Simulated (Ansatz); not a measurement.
CH4BeO (SMILES [CH3][Be][OH]) moved off its minimum; all values from Ansatz (a quantum-chemistry and plane-wave program), cores frozen in correlated methods.
(charge 0, multiplicity 1)
```xyz
7

Be    -0.04331    -0.11549     0.13605
C      1.01020     0.52135    -1.00715
H      1.99090    -0.01614    -1.10965
H      1.23913     1.68113    -0.87416
H      0.61159     0.35581    -2.14226
O     -0.94815    -0.59210     1.04218
H     -1.82519    -0.30894     1.30688
```

Forces at HF/def2-TZVPP (eV/Å):

```json
[
 {"atom": "Be1", "Fx": "0.881", "Fy": "0.593", "Fz": "-1.010"},
 {"atom": "C2", "Fx": "1.024", "Fy": "1.302", "Fz": "-3.244"},
 {"atom": "H3", "Fx": "-0.827", "Fy": "0.713", "Fz": "0.598"},
 {"atom": "H4", "Fx": "-0.519", "Fy": "-2.724", "Fz": "-0.398"},
 {"atom": "H5", "Fx": "0.564", "Fy": "0.743", "Fz": "2.888"},
 {"atom": "O6", "Fx": "-2.540", "Fy": "-0.105", "Fz": "1.545"},
 {"atom": "H7", "Fx": "1.417", "Fy": "-0.522", "Fz": "-0.378"}
]
```

### Question
Give the forces (eV/Å), the total energy and the dipole at CCSD(T)/cc-pVTZ.

### Answer

| atom | Fx | Fy | Fz |
|---|---|---|---|
| Be1 | 1.111 | 0.731 | -1.260 |
| C2 | 0.681 | 1.161 | -2.748 |
| H3 | -0.555 | 0.554 | 0.479 |
| H4 | -0.442 | -2.377 | -0.369 |
| H5 | 0.515 | 0.662 | 2.538 |
| O6 | -1.710 | -0.538 | 1.433 |
| H7 | 0.400 | -0.193 | -0.074 |
Energy -130.3128 hartree, dipole 1.16 D.
